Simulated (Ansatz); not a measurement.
`BC(=C)C` + `[CH3][GeH]([NH2])[F]` → `B[NH][GeH]([CH3])[F]` + `C=CC`  (ligand exchange at a B–C bond)

Isolated molecules relaxed with PBE0-D4/def2-TZVP in Ansatz; ΔE leaves out vibrations. CBS: MP2 limit from def2 TZ/QZ plus the TZ coupled-cluster correction, frozen cores. DFT in def2-TZVPP. For Ge outer-core shells are correlated without core-valence functions, which leaves a few kJ/mol of doubt a bond. Scalar relativity is left out up to krypton. Each species was taken in one conformer, which may not be the lowest.

`BC(=C)C`:

Z-matrix (Å, degrees):
```
C
C 1 1.501
H 1 1.094 2 110.7
H 1 1.094 2 110.8 3 -117.6
H 1 1.093 2 112.3 3 121.1
C 2 1.342 1 121.2 3 -120.4
B 2 1.541 1 121.4 3 59.8
H 6 1.089 2 122.5 1 -0.1
H 6 1.085 2 120.8 1 179.9
H 7 1.199 2 121.4 1 0.4
H 7 1.197 2 119.3 1 -179.7
```

`[CH3][GeH]([NH2])[F]`:

Z-matrix (Å, degrees):
```
C
Ge 1 1.931
H 1 1.090 2 110.0
H 1 1.091 2 109.7 3 119.4
H 1 1.090 2 110.3 3 -120.6
N 2 1.817 1 110.4 3 -177.0
F 2 1.757 1 105.4 3 -57.5
H 2 1.534 1 117.1 3 58.4
H 6 1.010 2 115.9 1 52.1
H 6 1.010 2 115.8 1 -177.9
```

`B[NH][GeH]([CH3])[F]`:

Cartesian coordinates in Å:
```
B -1.972 -1.262 0.188
N -0.821 -0.750 -0.414
Ge 0.048 0.791 0.085
C 1.966 0.568 0.061
F -0.296 1.976 -1.149
H -2.460 -2.274 -0.226
H -2.448 -0.677 1.120
H -0.433 -1.249 -1.202
H -0.596 1.296 1.378
H 2.454 1.520 0.275
H 2.273 -0.166 0.808
H 2.285 0.226 -0.924
```

`C=CC`:

Cartesian coordinates in Å:
```
C -1.287 0.196 -0.473
C -0.237 0.374 0.316
C 1.065 -0.337 0.182
H -1.261 -0.508 -1.299
H -2.210 0.745 -0.324
H -0.312 1.090 1.132
H 1.885 0.372 0.030
H 1.302 -0.897 1.093
H 1.055 -1.035 -0.657
```

| level | ΔE (eV) |
| --- | --- |
| revPBE-D4 | -1.19 |
| PBE-QIDH | -1.24 |
| revPBE | -1.21 |
| BLYP | -1.25 |

(1) What does CCSD(T)/CBS give? (An estimate is asked.)

(2) What do rigid-rotor, harmonic-oscillator terms from PBE0-D4/def2-TZVP frequencies (298.15 K, 1 bar) make of the CCSD(T)/CBS value? (An estimate is asked.)

Largest T1 diagnostic among the species: 0.012.

Results:

(1) The calculation gave: -1.23 eV. The listed levels differ from it by 0.04, -0.01, 0.02, -0.02 eV.

(2) Computed: ΔZPE = +0.04 eV, ΔH = -1.20 eV, ΔS = -5 J/(mol·K), ΔG = -1.18 eV.

Leaving LDA and LC-ωPBE aside and taking each functional with its dispersion term where it has one, the values, not all of them listed here, spread over 0.09 eV, from CAM-B3LYP-D4 to revPBE-D4. LDA lies −0.06 eV from PBE without D4. At CCSD(T), def2-SVP lies −0.17 eV from the extrapolated value and def2-TZVPP −0.03 eV.
